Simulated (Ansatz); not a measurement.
Cost and result for the atomization energy of C2H6ClGeN (`[CH3][GeH2][C](=N)Cl`) (11 atoms, 10 bonds).

Z-matrix (Å, degrees):
```
C
Ge 1 1.944
H 1 1.091 2 110.2
H 1 1.090 2 109.5 3 -119.9
H 1 1.090 2 110.2 3 120.3
C 2 1.979 1 109.4 3 178.8
H 2 1.536 1 111.8 3 59.8
H 2 1.542 1 112.4 3 -64.7
Cl 6 1.762 2 112.5 1 -55.7
N 6 1.251 2 129.9 1 123.8
H 10 1.020 6 110.8 2 0.4
```

Charge 0, multiplicity 1. Correlated methods include outer-core shells of Ge, which these sets cover unevenly. Scalar relativity is left out up to krypton. Geometry: relaxed with PBE0-D4/def2-TZVP. It is one conformer, not always the lowest. Program: Ansatz. All runs use 4 threads of an Arm Neoverse V2 on a shared host. Times are those of one run each, without the atoms' runs, and a repeat can differ threefold. Electronic energies, without spin–orbit coupling; frozen cores. CCSD(T)/CBS adds CCSD(T) − MP2 in def2-TZVPP to the MP2 limit, and its time is that of the two runs behind it. T1 = 0.012. With those shells the extrapolation isn't a true limit. B3LYP takes the VWN-RPA correlation (the form of Gaussian; ORCA's B3LYP/G). HSE06 is the plane-wave form, built on full-range PBE exchange.

CCSD(T)/CBS is a level of theory with its own doubt, some kJ/mol a heavy atom from the limit and from the frozen cores, so smaller differences don't rank the functionals.

```tsv
level	functions	wall time	atomization (kJ/mol)	difference from CCSD(T)/CBS	per bond
LDA (SPW92)/def2-TZVPP	267	1.6 s	4382.8	587.5	58.8
revPBE-D4/def2-TZVPP	267	2.5 s	3791.7	-3.6	-0.4
PBE-D4/def2-TZVPP (with forces)	267	3 s	3889.5	94.2	9.4
PBE0-D4/def2-TZVPP	267	4.3 s	3806.4	11.1	1.1
HSE06-D4/def2-TZVPP	267	4.6 s	3808.8	13.5	1.3
B3LYP-D4/def2-TZVPP (with forces)	267	6.5 s	3789.3	-6.0	-0.6
r2SCANh-D4/def2-TZVPP	267	7.5 s	3774.2	-21.1	-2.1
B2PLYP/def2-TZVPP	267	8 s	3747.2	-48.1	-4.8
CCSD(T)/def2-SVP	122	12 s	3561.3	-234.0	-23.4
B97M-V/def2-TZVPP	267	12 s	3817.7	22.4	2.2
MP2/def2-QZVPP	510	33 s	3805.8	10.5	1.1
CCSD(T)/def2-TZVPP	267	5.4 min	3699.5	-95.8	-9.6
CCSD(T)/CBS(def2)	–	6 min	3795.3	0.0	0.0
```

From r2SCAN to r2SCAN0 (25 % exact exchange), in def2-TZVPP and without D4, the atomization energy moves by −71.0 kJ/mol: exact exchange takes away binding that semilocal exchange gives to molecules. In def2-TZVPP, CCSD(T) changes the Hartree–Fock value by +1058.0 kJ/mol (the triples alone add +71.2 kJ/mol) and MP2 by +1108.4 kJ/mol; breaking electron pairs costs correlation energy, which Hartree–Fock lacks. At CCSD(T), def2-SVP lies −234.0 kJ/mol from the extrapolated value and def2-TZVPP −95.8 kJ/mol: correlation converges slowly with the basis, and small sets miss more of it in the bonded molecule than in its fragments.

For some Ge, Se and Sn compounds the MP2-based and the directly extrapolated limit differ by 10 to 25 kJ/mol.
